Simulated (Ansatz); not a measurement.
Basis-set extrapolation for C₃H₇AlO (PBE0-D4/def2-TZVP geometry, frozen core, Ansatz). Multiplicity 1, RHF reference.

|  | def2-TZVPP | def2-QZVPP |
| --- | --- | --- |
| HF | -434.483716 | -434.499950 |
| MP2 correlation | -0.828414 | -0.884927 |
| CCSD(T) correlation | -0.903588 | not run |

Energies in hartree. Use E(X) = E(∞) + A·exp(−7.88·√X) for Hartree–Fock and E(X) = E(∞) + B·X^(−2.97) for correlation, with X = 3 and 4, and add CCSD(T) minus MP2 of the smaller set to the MP2 limit.

What is the CCSD(T) energy at the basis-set limit?

HF limit: -434.499950 + (-0.016234) × 0.13774 = -434.50219. MP2 limit: -0.884927 + (-0.056513) × 0.74074 = -0.92679. Higher-order term: -0.903588 − (-0.828414) = -0.07517. Total: -435.50415 hartree, 3.18 eV below CCSD(T)/def2-TZVPP.
